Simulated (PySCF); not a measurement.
Compound: C₄H₉FO₃.
SMILES: `COCO[C@H](F)OC`

The calculation used TDDFT B3LYP/def2-SVPD, vertical, gas phase, core orbitals frozen in the response (PySCF). Isolated species at its GFN2-xTB geometry (one conformer only). Torsions of this conformer, `[CH3:1][O:2][CH2:3][O:4][C@H:5]([F:6])[O:7][CH3:8]`: C1–O2–C3–O4 68°, O2–C3–O4–C5 67°, C3–O4–C5–F6 -162°, O4–C5–O7–C8 -174°.

```csv
state,E (eV),E (hartree),f,|μ| (D),"main configurations (H = HOMO, L = LUMO)"
S1,7.51,0.2759,0.0084,0.54,H→L (88%)
S2,7.77,0.2857,0.0063,0.46,"H-1→L (75%), H→L+1 (14%)"
S3,8.04,0.2956,0.037,1.10,"H→L+1 (70%), H-1→L (15%)"
S4,8.18,0.3006,0.0053,0.41,"H-1→L+1 (46%), H-2→L (38%)"
S5,8.25,0.3031,0.0088,0.53,H→L+2 (87%)
S6,8.35,0.3068,0.0047,0.39,"H-2→L (49%), H-1→L+1 (37%)"
S7,8.44,0.3101,0.014,0.66,H→L+3 (79%)
S8,8.51,0.3128,0.0074,0.48,H-3→L (86%)
```

Triplets, Tamm–Dancoff:

| state | E (eV) | λ (nm) | main configurations (H = HOMO, L = LUMO) |
| --- | --- | --- | --- |
| T1 | 7.38 | 168.1 | H→L (83%), H→L+1 (9%) |
| T2 | 7.64 | 162.2 | H-1→L (71%), H→L+1 (14%) |
| T3 | 7.92 | 156.6 | H→L+1 (44%), H→L+3 (24%), H→L+2 (10%) |

The lowest singlet lies at 7.51 eV (165 nm, vacuum ultraviolet) and is weak; its leading configuration is HOMO→LUMO (88%). The strongest level in the table is S3 at 8.04 eV (154 nm, f = 0.037). Löwdin shares by element: HOMO oxygen 62% or more, carbon 10% or more, hydrogen 5% or more (atoms not listed hold the other 24%); LUMO carbon 37% or more, oxygen 8% or more (atoms not listed hold the other 54%). Weighted by f, the mean energy of these states is 8.12 eV. The listed states span 1.00 eV. The oscillator strengths of these states sum to 0.092; summed over the whole spectrum of an exact calculation they would give the number of electrons, 66 (Thomas–Reiche–Kuhn). Only the lowest 8 singlets were computed, as vertical energies without vibronic structure.

The run took 54 s of wall time on one thread, Arm Neoverse V2, shared host.
